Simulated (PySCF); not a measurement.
A geometry optimisation, step by step.

Germanium difluoride, GeF2 (singlet state).
Atom-mapped SMILES: `[F:1][Ge:2][F:3]`

Method: PBE0-D3(BJ)/def2-SVP geometry optimisation, gas phase (PySCF); density fitting, grid level 1; the optimiser is geomeTRIC in internal coordinates, started from a GFN2-xTB structure with every atom displaced at random (about 0.01 Å). The frame can shift and turn from step to step; on so coarse a grid that alone can change the energy by a few meV, and forces under 0.02 eV/Å are noise.

Step 0: E = -61930.0428 eV, largest atomic force 1.818 eV/Å
```
atom  x, y, z in Å  |  force x, y, z in eV/Å
F1     -1.296   -0.440    0.003    0.693   0.979  -0.017
Ge2    -0.005    0.808   -0.015   -0.111  -1.815   0.023
F3      1.307   -0.403   -0.007   -0.582   0.836  -0.007
```

Step 1: E = -61929.8350 eV, largest atomic force 4.763 eV/Å
```
atom  x, y, z in Å  |  force x, y, z in eV/Å
F1     -0.184    1.392   -0.031    0.006  -0.719   0.013
Ge2     0.691   -0.156   -0.006    3.385   3.350  -0.072
F3     -0.501   -1.271    0.018   -3.391  -2.631   0.059
```

Step 2: E = -61930.0939 eV, largest atomic force 0.414 eV/Å
```
atom  x, y, z in Å  |  force x, y, z in eV/Å
F1     -0.188    1.374   -0.030    0.069  -0.400   0.010
Ge2     0.744   -0.121   -0.007    0.162   0.381  -0.006
F3     -0.549   -1.288    0.018   -0.230   0.020  -0.004
```

Step 3: E = -61930.1051 eV, largest atomic force 0.067 eV/Å
```
atom  x, y, z in Å  |  force x, y, z in eV/Å
F1     -0.198    1.342   -0.030   -0.029   0.004   0.003
Ge2     0.762   -0.116   -0.007    0.067  -0.011   0.001
F3     -0.557   -1.261    0.018   -0.037   0.007  -0.004
```

Step 4: E = -61930.1053 eV, largest atomic force under 0.02 eV/Å
```
atom  x, y, z in Å  |  force x, y, z in eV/Å
F1     -0.201    1.338   -0.030    0.001   0.005   0.003
Ge2     0.765   -0.117   -0.007    0.001  -0.005   0.001
F3     -0.559   -1.257    0.018   -0.002   0.001  -0.004
```

**Question.** Summarise the path.

**Answer.** The energy falls by 0.0625 eV from step 0 to step 4; nine tenths of that is first reached at step 3. It rises by more than 0.2 meV at step 1. The largest force goes from 1.818 to under 0.02 eV/Å. Among the bonds F1–Ge2 changes most, from 1.795 to 1.747 Å; the atoms move by 0.035 Å rms after alignment.

**Question.** Follow the energy, the force and the coordinates that change most from start to end.

**Answer.** 
| step | E above end (eV) | largest force (eV/Å) | F1–Ge2 (Å) | Ge2–F3 (Å) | F1–Ge2–F3 (°) |
| --- | --- | --- | --- | --- | --- |
| 0 | 0.0625 | 1.818 | 1.795 | 1.786 | 93.3 |
| 1 | 0.2703 | 4.763 | 1.778 | 1.632 | 103.7 |
| 2 | 0.0114 | 0.414 | 1.762 | 1.741 | 100.1 |
| 3 | 0.0002 | 0.067 | 1.746 | 1.747 | 97.6 |
| 4 | 0.0000 | under 0.02 | 1.747 | 1.747 | 97.1 |

What follows is the cost of the whole optimisation. Hardware: one thread of an Arm Neoverse N1, shared host with 64 logical CPUs at a one-minute load of 58. Cost: 9.2 s of wall time, 0.28 GiB resident at most.
